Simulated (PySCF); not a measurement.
C2H5ClOSi, SMILES C=CO[SiH2]Cl. Atoms are numbered in the order given.

```xyz
10

C     -2.9285     0.7281     0.1402
C     -1.7016     0.2108     0.1977
O     -0.5995     0.8869    -0.2410
Si     0.8715     0.2731    -0.7152
Cl     1.5412    -1.0958     0.6956
H     -3.1049     1.7199    -0.2818
H     -3.7741     0.1583     0.5274
H     -1.5011    -0.7791     0.6264
H      0.7591    -0.4459    -2.0082
H      1.7957     1.4236    -0.7759
```
Charge 0, spin multiplicity 1.

Coordinates come from a B3LYP-D3(BJ)/def2-SVP optimisation. The structure was generated by enumeration, and PubChem lists no compound with its InChIKey, so it may never have been made. Other conformers were not sampled.

Two levels are set side by side: PBE/pcSseg-1 (PySCF) and PBE0/pcSseg-1 (PySCF). GIAO shifts against H2O (¹⁷O), HCl (³⁵Cl), TMS (²⁹Si), TMS (¹H), TMS (¹³C) at the same level; non-relativistic, no solvent, atoms listed together averaged. Without spin–orbit terms, shifts of atoms bonded to Cl or Br come out too high at both levels. Differences are taken from unrounded values.

| quantity | PBE0 |
|---|---|
| δ(¹³C) of C1 (ppm) | 105.4 |
| δ(¹³C) of C2 (ppm) | 153.7 |
| δ(¹⁷O) of O3 (ppm) | 138.1 |
| δ(²⁹Si) of Si4 (ppm) | -10.4 |
| δ(³⁵Cl) of Cl5 (ppm) | 21.9 |
| δ(¹H) of H8 (ppm) | 6.97 |

Q: What does PBE give, and how far is it from PBE0? (An estimate is asked for; the answer gives what the named calculation found.)

A: 
```json
[
 {"quantity": "δ(¹³C) of C1 (ppm)", "PBE": "102.4", "PBE minus PBE0": "-3.0"},
 {"quantity": "δ(¹³C) of C2 (ppm)", "PBE": "151.9", "PBE minus PBE0": "-1.7"},
 {"quantity": "δ(¹⁷O) of O3 (ppm)", "PBE": "158.9", "PBE minus PBE0": "20.8"},
 {"quantity": "δ(²⁹Si) of Si4 (ppm)", "PBE": "-11.1", "PBE minus PBE0": "-0.7"},
 {"quantity": "δ(³⁵Cl) of Cl5 (ppm)", "PBE": "39.6", "PBE minus PBE0": "17.8"},
 {"quantity": "δ(¹H) of H8 (ppm)", "PBE": "7.03", "PBE minus PBE0": "0.05"}
]
```

Rough cost on one machine, each run with all the roots and properties that it gave: PBE0 against PBE within a factor of 2.
